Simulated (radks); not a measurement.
Pm II, configuration [Xe] 4f5 6s1 (the NIST ground configuration). All-electron calculation, scalar-relativistic Kohn-Sham, PBE, spin-unpolarised, spherical densities, point nucleus. Program: a radial shooting solver on a logarithmic mesh with Libxc functionals.

Normalised radial functions P(r) = r R(r), r in bohr:

```
   r/bohr * 4p (the largest magnitude, 1.32, reaches the edge; | marks zero)
 0.002804                             *
 0.004425                             |*
 0.007037                             |*
   0.0111                             |  *
  0.01766                             |    *
  0.02786                             |       *
  0.04396                             |          *
  0.06991                             |        *
   0.1103                          *  |
    0.174            *                |
   0.2768                      *      |
   0.4367                             |                      *
   0.6945                             |                          *
    1.096                             |        *
    1.729                             |*
     2.75                             *
    4.338                             *
    6.844                             *
    10.89                             *
```

4p: eigenvalue -242.68 eV, 2 radial nodes at r = 0.101, 0.308 bohr, <r> = 0.628 bohr, 90 % of the charge inside 0.913 bohr.
